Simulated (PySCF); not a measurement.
Species: (F3Si)2NH.
Bonds: Si1–F2, Si1–F3, Si1–F4, Si1–N5, N5–Si6, Si6–F7, Si6–F8, Si6–F9. Hydrogens: H10 on N5.

Level of theory: delta-SCF UKS SCAN, pcX-2 on the ionised atom, pcseg-1 elsewhere, spin-free X2C in PySCF. Vertical ΔSCF values, vacuum level as zero.

Some binding energies are withheld.

```
atom(s)   bonded to     level  binding energy (eV)
     N5  H and 2 Si      N 1s               406.58
F2 (×6)          Si      F 1s                    ?
Si1/Si6   3 F and N     Si 1s                    ?
Si1/Si6   3 F and N  Si 2p3/2               111.04
```

(1) Fill in F 1s for F2 (atom 2) (×6).

(2) What is the Si 1s binding energy of Si1/Si6?

(3) Which effective nuclear charge Zeff reproduces each element's mean 1s value in the hydrogen-like formula E = 13.606 eV × Zeff²?

Answers

(1) 694.00 eV (fluorine bonded to Si).

(2) 1851.46 eV (silicon bonded to 3 F and N).

(3) N (Z = 7): mean 406.6 eV, Zeff = 5.47, Z − Zeff = 1.53; F (Z = 9): mean 694.0 eV, Zeff = 7.14, Z − Zeff = 1.86; Si (Z = 14): mean 1851.5 eV, Zeff = 11.67, Z − Zeff = 2.33. Means run over the listed sites, weighted by atom count.

Topologically equivalent atoms share the value of their first member; where this conformer doesn't relate them by symmetry, their own values could differ. For 2p shells one spin-free hole was relaxed; a mean-field spin–orbit operator and the ground-state splitting of the three 2p orbitals were then diagonalised within the shell. The shell's mean is (2 × 2p3/2 + 2p1/2)/3, and the degeneracies 2j + 1 give areas of 2:1. 2p1/2 minus 2p3/2 (ligand field included): Si 0.63 eV. Geometry: PBE0-D3(BJ)/def2-SVP; no solvent, vibrations or thermal averaging.

The run took 65 s of wall time on one thread of an Intel Xeon at 2.50 GHz, on a shared host, and the process peaked at 0.59 GiB of memory.
